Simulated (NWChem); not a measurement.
System: ZnSiH3OF; SMILES [Zn]([F])[O][SiH3]

The following NWChem deck was run.

```
start job
memory heap 200 mb stack 900 mb global 1100 mb
geometry units angstroms noautoz
  Zn     0.166357    -0.879353     0.000664
  F     -0.247999    -2.560226    -0.003893
  O      0.671072     0.799105     0.005372
  Si     0.068256     2.329493     0.000010
  H     -0.766712     2.592387    -1.218339
  H      1.195306     3.309384     0.016660
  H     -0.798771     2.588311     1.196686
end
basis spherical
  * library def2-svpd
end
dft
  xc xcamb88 1.00 lyp 0.81 vwn_5 0.19 hfexch 1.00
  cam 0.33 cam_alpha 0.19 cam_beta 0.46
  iterations 150
end
tddft
  cis
  nroots 6
  notriplet
end
task tddft energy
```

Excerpt of the output:

```
             Northwest Computational Chemistry Package (NWChem) 7.3.0
             --------------------------------------------------------

 C1  symmetry detected

                             Geometry "geometry" -> ""
                             -------------------------

 Output coordinates in angstroms (scale by  1.889725989 to convert to a.u.)

  No.       Tag          Charge          X              Y              Z
 ---- ---------------- ---------- -------------- -------------- --------------
    1 Zn                  30.0000     0.07448605    -0.84651359     0.00012599
    2 F                    9.0000    -0.25164031    -2.54671569    -0.00021677
    3 O                    8.0000     0.49097162     0.85599053    -0.00025029
    4 Si                  14.0000    -0.19088648     2.35284483    -0.00000840
    5 H                    1.0000    -1.05010496     2.57105068    -1.21029304
    6 H                    1.0000     0.88361640     3.39020531     0.00565483
    7 H                    1.0000    -1.05869227     2.56684111     1.20492925

 Effective nuclear repulsion energy (a.u.)     319.8242705207

                                 NWChem DFT Module
                                 -----------------

 Summary of "ao basis" -> "ao basis" (spherical)
 ------------------------------------------------------------------------------
       Tag                 Description            Shells   Functions and Types
 ---------------- ------------------------------  ------  ---------------------
 Zn                        def2-svpd                12       34   5s4p2d1f
 F                         def2-svpd                 9       23   4s3p2d
 O                         def2-svpd                 9       23   4s3p2d
 Si                        def2-svpd                10       24   5s3p2d
 H                         def2-svpd                 4        8   2s2p

            General Information
            -------------------
          SCF calculation type: DFT
          Wavefunction type:  closed shell.
          No. of atoms     :     7
          No. of electrons :    64
           Alpha electrons :    32
            Beta electrons :    32
          Charge           :     0
          Spin multiplicity:     1
          Use of symmetry is: off; symmetry adaption is: off
          Maximum number of iterations: 150
          AO basis - number of functions:   128
                     number of shells:    52
          Convergence on energy requested:  1.00D-06
          Convergence on density requested:  1.00D-05
          Convergence on gradient requested:  5.00D-04

              XC Information
              --------------
                     Hartree-Fock (Exact) Exchange  1.000
                   CAM-Becke88 Exchange Functional  1.000
                      VWN V Correlation Functional  0.190 local
              Lee-Yang-Parr Correlation Functional  0.810

           Range-Separation Parameters
           ---------------------------
           Alpha           :  0.19
           Beta            :  0.46
           Gamma           :  0.33
           Short-Range HF  :     F

             Grid Information
             ----------------
          Grid used for XC integration:  medium
          Radial quadrature: Mura-Knowles
          Angular quadrature: Lebedev.
          Tag              B.-S. Rad. Rad. Pts. Rad. Cut. Ang. Pts.
          ---              ---------- --------- --------- ---------
          Zn                  1.35      112          13.0       590
          F                   0.50       49          14.0       434
          O                   0.60       49          11.0       434
          Si                  1.10       88          13.0       590
          H                   0.35       45          15.0       434
          Grid pruning is: on
          Number of quadrature shells:   433
          Spatial weights used:  Erf1

      Superposition of Atomic Density Guess
      -------------------------------------

 Sum of atomic energies:       -2241.78983418

      Non-variational initial energy
      ------------------------------

 Total energy =   -2242.395440
 1-e energy   =   -3765.903466
 2-e energy   =    1203.683755
 HOMO         =      -0.387873
 LUMO         =      -0.102004

[...]

                                NWChem TDDFT Module
                                -------------------

            General Information
            -------------------
           No. of orbitals :     256
            Alpha orbitals :     128
             Beta orbitals :     128
        Alpha frozen cores :       0
         Beta frozen cores :       0
     Alpha frozen virtuals :       0
      Beta frozen virtuals :       0
         Spin multiplicity :       1
    Number of AO functions :     128
        Use of symmetry is : off
      Symmetry adaption is : off
         Schwarz screening :  0.10D-07

              XC Information
              --------------
              Hartree-Fock (Exact) Exchange   1.00
            CAM-Becke88 Exchange Functional   1.00
               VWN V Correlation Functional   0.19 local
       Lee-Yang-Parr Correlation Functional   0.81
           Alpha           :  0.19
           Beta            :  0.46
           Gamma           :  0.33

             TDDFT Information
             -----------------
          Calculation type : Tamm-Dancoff TDDFT
         Wavefunction type : Restricted singlets
          No. of electrons :      64
           Alpha electrons :      32
            Beta electrons :      32
              No. of roots :       6
          Max subspacesize :    5200
            Max iterations :     100
               Target root :       1
           Target symmetry : none
      Symmetry restriction : off
                 Algorithm : Optimal
        Davidson threshold :  0.10D-03

    6 smallest eigenvalue differences (eV)
--------------------------------------------------------
  No. Spin  Occ  Vir  Irrep   E(Occ)    E(Vir)   E(Diff)
--------------------------------------------------------
    1    1   32   33 a        -0.368    -0.033     9.120
    2    1   31   33 a        -0.374    -0.033     9.264
    3    1   32   34 a        -0.368     0.019    10.530
    4    1   32   35 a        -0.368     0.021    10.602
    5    1   31   34 a        -0.374     0.019    10.674
    6    1   31   35 a        -0.374     0.021    10.746
--------------------------------------------------------

  Entering Davidson iterations
  Restricted singlet excited states

  Iter   NTrls   NConv    DeltaV     DeltaE      Time
  ----  ------  ------  ---------  ---------  ---------
    1      6       0     0.12E+00   0.10+100       41.0
    2     12       0     0.35E-01   0.15E-01       43.3
    3     18       0     0.23E-01   0.40E-02       44.8
    4     24       0     0.23E-01   0.15E-02       46.5
    5     30       0     0.58E-01   0.63E-02       48.2
    6     36       0     0.34E-01   0.47E-02       44.6
    7     42       1     0.20E-01   0.26E-02       44.8
    8     47       1     0.83E-02   0.70E-03       47.4
    9     52       3     0.36E-02   0.14E-03       44.0
   10     55       3     0.13E-02   0.15E-04       33.9
   11     58       5     0.51E-03   0.16E-05       38.5
   12     59       5     0.17E-03   0.19E-06       33.7
   13     60       6     0.79E-04   0.23E-07       33.8
  ----  ------  ------  ---------  ---------  ---------
  Convergence criterion met

  Ground state a       -2245.454647222635 a.u.

  ----------------------------------------------------------------------------
  Root   1 singlet a              0.212159877 a.u.                5.7732 eV
  ----------------------------------------------------------------------------
     Transition Moments    X  0.00034   Y -0.00017   Z  0.21050
     Dipole Oscillator Strength                    0.0062674708
     Electric Quadrupole                           0.0000000136
     Magnetic Dipole                               0.0000002720
     Total Oscillator Strength                     0.0062677565

     Occ.   28  a   ---  Virt.   33  a        0.05905
     Occ.   30  a   ---  Virt.   33  a       -0.24290
     Occ.   30  a   ---  Virt.   40  a        0.05557
     Occ.   32  a   ---  Virt.   33  a       -0.94705
     Occ.   32  a   ---  Virt.   34  a        0.06138
     Occ.   32  a   ---  Virt.   36  a        0.10420
     Occ.   32  a   ---  Virt.   40  a        0.06025
     Occ.   32  a   ---  Virt.   41  a        0.06734
  ----------------------------------------------------------------------------
  Root   2 singlet a              0.223162936 a.u.                6.0726 eV
  ----------------------------------------------------------------------------
     Transition Moments    X -0.22797   Y -0.25646   Z -0.00037
     Dipole Oscillator Strength                    0.0175171440
     Electric Quadrupole                           0.0000000141
     Magnetic Dipole                               0.0000003831
     Total Oscillator Strength                     0.0175175412

     Occ.   27  a   ---  Virt.   33  a       -0.06598
     Occ.   29  a   ---  Virt.   33  a        0.27586
     Occ.   29  a   ---  Virt.   40  a       -0.06026
     Occ.   31  a   ---  Virt.   33  a        0.93195
     Occ.   31  a   ---  Virt.   36  a       -0.12021
     Occ.   31  a   ---  Virt.   37  a       -0.06896
     Occ.   31  a   ---  Virt.   41  a       -0.07074
  ----------------------------------------------------------------------------
  Root   3 singlet a              0.270298221 a.u.                7.3552 eV
  ----------------------------------------------------------------------------
     Transition Moments    X -0.00100   Y  0.00024   Z  0.07201
     Dipole Oscillator Strength                    0.0009346714
     Electric Quadrupole                           0.0000001303
     Magnetic Dipole                               0.0000032375
     Total Oscillator Strength                     0.0009380392

[...]
```

Level: CAM-B3LYP/def2-SVPD, TDA. Geometry: optimised at PBE0/def2-SVP.
